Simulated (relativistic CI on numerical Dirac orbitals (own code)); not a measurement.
## Sm⁴⁶⁺: q coefficients and field-shift factors

Method of calculation: Dirac-Coulomb-Breit CI, KLI orbitals optimised for each configuration, derivatives by finite differences, unscaled Slater integrals, QED left out (own radial code, finite nucleus).

Configurations in the expansion (outside the closed core [Ne]): 3s2.3p4, 3s.3p5, 3s2.3p3.3d, 3p6, 3s.3p4.3d, 3p5.3d, 3p4.3d2, 3p3.3d3. Double excitations out of closed p, d and f shells are left out; levels of such configurations are missing from the list, as are those of other unlisted configurations, and high levels can miss mixing partners.

With x = (α/α₀)² − 1 an excitation energy changes as ω = ω₀ + qx; K = 2q/ω₀ is the relative enhancement. Terms are leading LS components, so labels can repeat. The field-shift factor is F = δν/δ⟨r²⟩ for the transition from the lowest level.

Lowest level 3s2.3p4 3P_2.

| Level | ω₀ (cm⁻¹) | q (cm⁻¹) | K | F (GHz/fm²) |
| --- | --- | --- | --- | --- |
| 3s2.3p4 1S_0 | 140928 | 10080 | 0.143 | -1.65 |
| 3s2.3p4 3P_1 | 1191524 | 1.396e+06 | 2.34 | -88.3 |
| 3s2.3p4 1D_2 | 1259047 | 1.392e+06 | 2.21 | -88.5 |
| 3s2.3p3.3d 3F°_2 | 1512193 | 65020 | 0.086 | 6.64 |
| 3s2.3p3.3d 3D°_1 | 1561204 | 91010 | 0.117 | -20.8 |
| 3s2.3p3.3d 3F°_3 | 1566980 | 74730 | 0.0954 | 13.1 |
| 3s2.3p3.3d 3P°_0 | 1568235 | 73750 | 0.0941 | 12.2 |
| 3s2.3p3.3d 3F°_4 | 1818286 | 346400 | 0.381 | 16.4 |
| 3s2.3p3.3d 3D°_2 | 1841542 | 434800 | 0.472 | -124 |
| 3s2.3p3.3d 3D°_3 | 1992995 | 372500 | 0.374 | 13.4 |
| 3s2.3p3.3d 3D°_1 | 2054276 | 399700 | 0.389 | -21.6 |
| 3s.3p5 3P°_2 | 2368138 | 1.493e+06 | 1.26 | -1720 |
| 3s.3p5 1P°_1 | 2492851 | 1.517e+06 | 1.22 | -1400 |

At this charge energies of transitions that change n are usually good to better than 1 %, and those within a shell (Δn = 0) to a few per cent.
